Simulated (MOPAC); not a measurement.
Input for MOPAC: AM1 on H6OSi (a complex).

```
AM1 1SCF PRECISE CHARGE=0 THREADS=1
H6OSi

O      0.46462237 1     0.31230193 1     0.34750096 1
H      0.07303512 1    -0.46952391 1    -0.05624283 1
H     -0.11752488 1     1.04178970 1     0.10951450 1
Si    -0.20126420 1    -0.10656724 1     3.37989155 1
H     -0.58975504 1    -1.32142809 1     2.62934184 1
H     -0.56353061 1    -0.31140568 1     4.80520690 1
H     -0.95630696 1     1.06377846 1     2.87929855 1
H      1.25319011 1     0.12701262 1     3.28602047 1
```

It printed:

```
*******************************************************************************
 **                                                                           **
 **                              MOPAC v23.2.5                                **
 **                                                                           **
 *******************************************************************************
 ** MOPAC's Digital Object Identifier: https://doi.org/10.5281/zenodo.6511958 **
 **                                                                           **
 ** Please cite the open-source release paper for use of this MOPAC version:  **
 ** J. E. Moussa and J. J. P. Stewart (2026)                                  **
 ** MOPAC: An open-source semiempirical molecular orbital program             **
 ** J. Open Source Softw., 11(119), 8025, https://doi.org/10.21105/joss.08025 **
 *******************************************************************************

                              AM1 CALCULATION RESULTS

 *******************************************************************************
 *  AM1        - The AM1 Hamiltonian to be used
 *
 *
 *
 *                 CHARGE ON SYSTEM = 0
 *
 *
 *
 *  PRECISE    - TIGHTER CRITERIA TO BE USED
 *  1SCF       - DO 1 SCF AND THEN STOP
 *  THREADS=1  - MULTI-THREADING NOT USED
 *  T=         - A TIME OF 172800.0 SECONDS REQUESTED
 *  DUMP=N     - RESTART FILE WRITTEN EVERY 7200.0 SECONDS REQUESTED
 *******************************************************************************
AM1 1SCF PRECISE CHARGE=0 THREADS=1
 H6OSi

   ATOM   CHEMICAL          X               Y               Z
  NUMBER   SYMBOL      (ANGSTROMS)     (ANGSTROMS)     (ANGSTROMS)

     1       O          0.46462237  *   0.31230193  *   0.34750096  *
     2       H          0.07303512  *  -0.46952391  *  -0.05624283  *
     3       H         -0.11752488  *   1.04178970  *   0.10951450  *
     4      Si         -0.20126420  *  -0.10656724  *   3.37989155  *
     5       H         -0.58975504  *  -1.32142809  *   2.62934184  *
     6       H         -0.56353061  *  -0.31140568  *   4.80520690  *
     7       H         -0.95630696  *   1.06377846  *   2.87929855  *
     8       H          1.25319011  *   0.12701262  *   3.28602047  *



          CARTESIAN COORDINATES

    NO.       ATOM           X           Y           Z

     1         O          0.4646      0.3123      0.3475
     2         H          0.0730     -0.4695     -0.0562
     3         H         -0.1175      1.0418      0.1095
     4        Si         -0.2013     -0.1066      3.3799
     5         H         -0.5898     -1.3214      2.6293
     6         H         -0.5635     -0.3114      4.8052
     7         H         -0.9563      1.0638      2.8793
     8         H          1.2532      0.1270      3.2860

  H: (AM1): M.J.S. DEWAR ET AL, J. AM. CHEM. SOC. 107 3902-3909 (1985)
  O: (AM1): M.J.S. DEWAR ET AL, J. AM. CHEM. SOC. 107 3902-3909 (1985)
 Si: (AM1): M.J.S.DEWAR, C. JIE, ORGANOMETALLICS, 6, 1486-1490 (1987).

           Empirical Formula: H6 O Si  =     8 atoms



      MOLECULAR POINT GROUP   :   Cs


      RHF CALCULATION, NO. OF DOUBLY OCCUPIED LEVELS = 8


 -------------------------------------------------------------------------------
 AM1 1SCF PRECISE CHARGE=0 THREADS=1
 H6OSi



     1SCF WAS SPECIFIED, SO BFGS WAS NOT USED
     SCF FIELD WAS ACHIEVED


                              AM1 CALCULATION
                                                       MOPAC v23.2.5 Linux




          FINAL HEAT OF FORMATION =        -51.84364 KCAL/MOL =    -216.91378 KJ/MOL


          COSMO AREA              =        107.34 SQUARE ANGSTROMS
          COSMO VOLUME            =         91.92 CUBIC ANGSTROMS

          IONIZATION POTENTIAL    =         11.625870 EV
          HOMO LUMO ENERGIES (EV) =        -11.626  1.786
          NO. OF FILLED LEVELS    =          8
          MOLECULAR WEIGHT        =         50.1323         POINT GROUP:  Cs

          MOLECULAR DIMENSIONS (Angstroms)

            Atom       Atom       Distance
            H     6    H     3     4.90710
            H     5    H     8     2.43349
            H     7    H     2     2.26593


          SCF CALCULATIONS        =          1





   ATOM   CHEMICAL          X               Y               Z
  NUMBER   SYMBOL      (ANGSTROMS)     (ANGSTROMS)     (ANGSTROMS)

     1       O          0.46462237  *   0.31230193  *   0.34750096  *
     2       H          0.07303512  *  -0.46952391  *  -0.05624283  *
     3       H         -0.11752488  *   1.04178970  *   0.10951450  *
     4      Si         -0.20126420  *  -0.10656724  *   3.37989155  *
     5       H         -0.58975504  *  -1.32142809  *   2.62934184  *
     6       H         -0.56353061  *  -0.31140568  *   4.80520690  *
     7       H         -0.95630696  *   1.06377846  *   2.87929855  *
     8       H          1.25319011  *   0.12701262  *   3.28602047  *

                             CARTESIAN COORDINATES

   1    O        0.464622370     0.312301930     0.347500960
   2    H        0.073035120    -0.469523910    -0.056242830
   3    H       -0.117524880     1.041789700     0.109514500
   4   Si       -0.201264200    -0.106567240     3.379891550
   5    H       -0.589755040    -1.321428090     2.629341840
   6    H       -0.563530610    -0.311405680     4.805206900
   7    H       -0.956306960     1.063778460     2.879298550
   8    H        1.253190110     0.127012620     3.286020470


           Empirical Formula: H6 O Si  =     8 atoms



      MOLECULAR POINT GROUP   :   Cs


                  EIGENVALUES
 -36.50134 -18.39350 -15.84461 -14.99274 -12.91927 -12.13645 -12.07922 -11.62587
   1.78593   1.79367   1.90133   2.31759   4.26180   6.16025


              NET ATOMIC CHARGES AND DIPOLE CONTRIBUTIONS

  ATOM NO.   TYPE          CHARGE      No. of ELECS.   s-Pop       p-Pop
    1          O          -0.390605        6.3906     1.86057     4.53003
    2          H           0.197436        0.8026     0.80256
    3          H           0.197441        0.8026     0.80256
    4         Si           0.641745        3.3583     0.86701     2.49124
    5          H          -0.165073        1.1651     1.16507
    6          H          -0.170862        1.1709     1.17086
    7          H          -0.165644        1.1656     1.16564
    8          H          -0.144438        1.1444     1.14444
 DIPOLE           X         Y         Z       TOTAL
 POINT-CHG.    -0.713    -0.003    -0.782     1.058
 HYBRID        -0.673    -0.036    -0.445     0.808
 SUM           -1.386    -0.039    -1.227     1.852


          ATOMIC ORBITAL ELECTRON POPULATIONS

     Atom    s        px        py        pz
    1  O   1.86057   1.53549   1.20697   1.78758
    2  H   0.80256
    3  H   0.80256
    4 Si   0.86701   0.84537   0.82692   0.81895
    5  H   1.16507
    6  H   1.17086
    7  H   1.16564
    8  H   1.14444

 **********************
 *                    *
 * JOB ENDED NORMALLY *
 *                    *
 **********************




 == MOPAC DONE ==
```

The run finished.

Cost: about 0.03 core-seconds (a rough figure).
